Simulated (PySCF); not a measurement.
## Dipole moment and polarisability of `CC(=O)N/C=C\CCl`

Species: C5H8ClNO.
Geometry (GFN2-xTB, Å), atoms numbered from 1 in this order:
```xyz
16
C5H8ClNO angstrom
C     -2.6167   -0.0590   -0.7259
C     -1.6676   -0.6007    0.3166
O     -1.9893   -1.3370    1.2181
N     -0.3805   -0.1576    0.1457
C      0.6709   -0.5802    0.9291
C      1.9269   -0.1510    0.8053
C      2.3686    0.8821   -0.1711
Cl     2.0231    0.3845   -1.8813
H     -3.6110   -0.4572   -0.5477
H     -2.2839   -0.3498   -1.7201
H     -2.6498    1.0272   -0.6726
H     -0.1610    0.4253   -0.6507
H      0.3861   -1.3150    1.6681
H      2.6893   -0.5779    1.4351
H      1.8446    1.8301   -0.0384
H      3.4429    1.0452   -0.1215
```

Level: B3LYP/def2-SVPD (PySCF), static field, nuclei fixed, core orbitals frozen in the response. The polarisability tensor in these axes (au):

```
x   117.02  12.50  -3.14
y    12.50  71.54  -9.83
z    -3.14  -9.83  86.39
```

Question: Give the principal values, the mean and the anisotropy Δα = √{½[(α1 − α2)² + (α2 − α3)² + (α1 − α3)²]}.

Answer: Principal values 64.71, 89.11 and 121.13 au; mean 91.65 au = 13.58 Å³ = 15.11 × 10⁻⁴⁰ C²·m²/J; Δα = 49.01 au (53 % of the mean).

Question: What is the dipole moment, and where does it point?

Answer: (1.02, 2.37, -0.83) D, 2.71 D in size, pointing from the negative to the positive side. Measured along this direction, the outermost atoms are O3 at the negative end and H15 and H16 at the positive end.

Question: What molar refraction does this α imply?

Answer: Lorentz–Lorenz: R = (4π/3)N_A α = 2.5225 cm³/(mol·Å³) × 13.58 Å³ = 34.3 cm³/mol, in the limit of long wavelengths.

Question: In a dilute gas of rigid molecules at 273 K, how does the orientational term μ²/3kT compare with the electronic polarisability?

Answer: In Gaussian units μ²/3kT = 64.95 Å³ against 13.58 Å³, a ratio of 4.78; the Debye molar polarisation (4π/3)N_A(α + μ²/3kT) is 198.1 cm³/mol, leaving out the vibrational part.

Question: What depolarisation ratio follows for Rayleigh scattering of linearly polarised light, taking the static tensor?

Answer: ρ = 3Δα²/(45ᾱ² + 4Δα²) = 7206.5/(377994 + 9608.6) = 0.0186.

Question: Sum over states: ᾱ = Σ f/ω², ω in Eh. What share falls to these 8 lowest TDDFT singlets (eV, f)? 5.09, 0.0238; 5.11, 0.3370; 5.80, 0.0130; 6.15, 0.0788; 6.30, 0.0072; 6.36, 0.0017; 6.46, 0.0165; 6.57, 0.0018.

Answer: They add up to 12.55 au, 13.7 % of the 91.65 au; the largest single term is 9.55 au, from the state at 5.11 eV. Terms in order: 0.68, 9.55, 0.29, 1.54, 0.13, 0.03, 0.29, 0.03 au. Higher excitations give the rest. The strengths listed sum to 0.480.

Question: What are the principal values of the traceless quadrupole moment, Θ = ½Σq(3rr − r²1), about the centre of nuclear charge?

Answer: -19.05, 2.96, 16.08 D·Å. The values depend on the origin, since the dipole doesn't vanish. The electronic extent ⟨r²⟩ about the same centre is 1505 bohr², a root-mean-square distance of 2.45 Å for the 70 electrons.

One conformer (not necessarily the lowest) at the GFN2-xTB geometry, without solvent, vibrations or thermal averaging.
